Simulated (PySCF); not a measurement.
BeHF, SMILES [F][BeH]. Geometry: PBE0-D3(BJ)/def2-TZVPD.

Computed equilibrium geometry at PBE0-D3(BJ)/def2-TZVPD (PySCF confirms it by a frequency run) as bond lengths and angles, and its point group:
point group C∞v.
Atoms: Be1 H2 F3. Bond lengths (Å): Be1–H2 1.329, Be1–F3 1.370. Bond angles (°): H2–Be1–F3 180.0.
